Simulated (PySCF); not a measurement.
# Working out the ionisation energy of Si+

Si+ [Ne] 3s2 3p1 (2P) → Si(2+) [Ne] 3s2 (1S). Computed with PySCF 2.14 in aug-cc-pCVTZ-DK with one added diffuse shell each of s, p, d, f type (9s8p6d4f, 91 functions), with the spin-free X2C one-electron Hamiltonian (Gaussian nucleus). Frozen: 1s2. Energies in hartree (1 hartree = 27.21139 eV):

```csv
part,Si+ (lower),Si(2+) (upper)
UHF,-289.179024,-288.597738
CCSD correlation,-0.345686,-0.331216
(T),-0.004006,-0.003112
```

What does Hartree-Fock give?

(-288.597738) − (-289.179024) = 0.581286 hartree = 15.818 eV.

What do CCSD and CCSD(T) give?

The CCSD correlation energies differ by 0.014470 hartree = 0.394 eV and the triples by 0.000894 hartree = 0.024 eV, so CCSD gives 16.212 eV and CCSD(T) 16.236 eV.

Measured between the centres of the two terms (NIST): 16.322 eV, so CCSD(T) (valence and next inner shell) is off by -0.086 eV.

What remains against the reference includes basis incompleteness, the frozen core and higher excitations.
